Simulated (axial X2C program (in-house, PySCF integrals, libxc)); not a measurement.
# Worked dissociation energy of TeS⁻: PBE0, with spin–orbit coupling

Computed with an axial X2C code built on PySCF integrals. Two-component (2c) means X2C with spin–orbit coupling and atomic mean-field two-electron Coulomb and Gaunt terms. Basis: Te dyall-acv3z [12s13p9d5f1g], S dyall-av3z [9s8p3d2f] (cores contracted in-house); Gaussian nuclei, density fitting, unrestricted open shells. Masses: Te 129.906 u, S 31.972 u.

Molecular state: Ω = 3/2 (⟨Sz⟩ = 0.50, ⟨Lz⟩ = 1.00 at PBE0).

- E(Te) (2M_J = 4): -6790.598458 hartree
- E(S-) (2M_J = 1): -399.093541 hartree
- E(TeS⁻) at Re: -7189.814384 hartree
- ωe: 404.2 cm⁻¹
- ωexe: 1.22 cm⁻¹

(1) Work out De and D0.

The state is one determinant whose occupation by symmetry is held fixed; it was picked as the lowest of a PBE0 search that is not exhaustive. De is counted from the lowest determinant-based energies of the atoms at the same level, without counterpoise correction. Density functionals use the spin component along the axis (collinear). A 2c atom that is not at its ground J level misses part of its spin–orbit lowering, and De is too large by that part (0.04 eV or less for light atoms). This holds for PBE0. The functionals have no current-density term, which raises determinants with orbital currents, atoms included. The highest occupied level of some functionals is positive through self-interaction error; at Hartree–Fock it is bound.

Each atomic determinant is the lowest at this level and need not be a pure J level. Totals compare only within one Hamiltonian and basis.

Answers

(1) De = -6790.598458 + (-399.093541) − (-7189.814384) = 0.12238 hartree = 3.330 eV. The zero-point energy is ωe/2 − ωexe/4 = 202 cm⁻¹ = 0.025 eV, so D0 = 3.305 eV.
